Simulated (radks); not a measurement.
Results of a calculation; reference values are marked as such.
Spherical quantum dot in the effective-mass picture: electrons in a parabolic well V = omega^2 r^2 / 2 with omega = 0.262, all in effective atomic units (hartree* = m*/eps^2 hartree, bohr* = eps/m* bohr), one dielectric constant everywhere. Level of theory: non-relativistic Kohn-Sham, LDA (Slater exchange, Perdew-Wang correlation), spin-polarised, spherical densities (a radial shooting solver with Libxc functionals). Levels are named by radial order and angular momentum (1s, 1p, 1d, 2s, ...), and open shells are averaged over m. Results are scaled to m* = 0.115 and eps = 16.7, for which hartree* = 11.22 meV and bohr* = 7.685 nm.

N = 21, configuration 1s2 1p6 1d10 2s2 1f(up 1, down 0). This is the lowest configuration that the search found. Occupied and some empty levels:

| level | occupation | eigenvalue (meV) | <r> (nm) |
|---|---|---|---|
| 1s up | 1 | 49.503 | 32.97 |
| 1s down | 1 | 49.537 | 32.73 |
| 1p up | 3 | 50.290 | 38.48 |
| 1p down | 3 | 50.337 | 38.37 |
| 1d up | 5 | 51.313 | 42.29 |
| 1d down | 5 | 51.366 | 42.25 |
| 2s up | 1 | 51.905 | 33.65 |
| 2s down | 1 | 51.933 | 33.77 |
| 1f up | 1 | 52.530 | 45.31 |
| 1f down | 0 | 52.585 | 45.30 |
| 2p up | 0 | 53.345 | 38.29 |
| 2p down | 0 | 53.375 | 38.33 |
| 1g up | 0 | 53.912 | 47.88 |
| 1g down | 0 | 53.968 | 47.90 |
| 2d up | 0 | 54.882 | 42.26 |
| 2d down | 0 | 54.914 | 42.26 |

Energy (meV): total 655.165, kinetic 40.567, external 233.48, Hartree 430.37, exchange-correlation -49.246.
